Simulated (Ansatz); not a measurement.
## Ansatz (development build ahead of 0.2.0) run

```yaml
crystal:
  periodic: [false, false, false]
  atoms:
    - { symbol: C, position_ang: [0.0, 0.0, 0.0] }
    - { symbol: C, position_ang: [1.21244, 0.7, 0.0] }
    - { symbol: C, position_ang: [2.42487, 0.0, 0.0] }
    - { symbol: C, position_ang: [3.63731, 0.7, 0.0] }
    - { symbol: C, position_ang: [4.84974, 0.0, 0.0] }
    - { symbol: C, position_ang: [6.06218, 0.7, 0.0] }
    - { symbol: C, position_ang: [7.27461, 0.0, 0.0] }
    - { symbol: C, position_ang: [8.48705, 0.7, 0.0] }
    - { symbol: C, position_ang: [9.69948, 0.0, 0.0] }
    - { symbol: C, position_ang: [10.91192, 0.7, 0.0] }
    - { symbol: C, position_ang: [12.12436, 0.0, 0.0] }
    - { symbol: H, position_ang: [0.0, -1.09, 0.0] }
    - { symbol: H, position_ang: [-0.94397, 0.545, 0.0] }
    - { symbol: H, position_ang: [1.21244, 1.79, 0.0] }
    - { symbol: H, position_ang: [2.42487, -1.09, 0.0] }
    - { symbol: H, position_ang: [3.63731, 1.79, 0.0] }
    - { symbol: H, position_ang: [4.84974, -1.09, 0.0] }
    - { symbol: H, position_ang: [6.06218, 1.79, 0.0] }
    - { symbol: H, position_ang: [7.27461, -1.09, 0.0] }
    - { symbol: H, position_ang: [8.48705, 1.79, 0.0] }
    - { symbol: H, position_ang: [9.69948, -1.09, 0.0] }
    - { symbol: H, position_ang: [10.91192, 1.79, 0.0] }
    - { symbol: H, position_ang: [13.06832, 0.545, 0.0] }
    - { symbol: H, position_ang: [12.12436, -1.09, 0.0] }
basis:
  gaussian: { orbitals: def2-TZVP }
magnetization:
  initial_magnetization: 1
hamiltonian:
  xc: { name: wB97X }
```

The input is written out in the form of the current development build from the run's settings.

The run gave:

```json
{
 "Converged": "yes",
 "Total energy": "-426.88445 hartree",
 "Spin squared of the determinant": "0.750",
 "Stability test": "minimum among restricted orbitals"
}
```
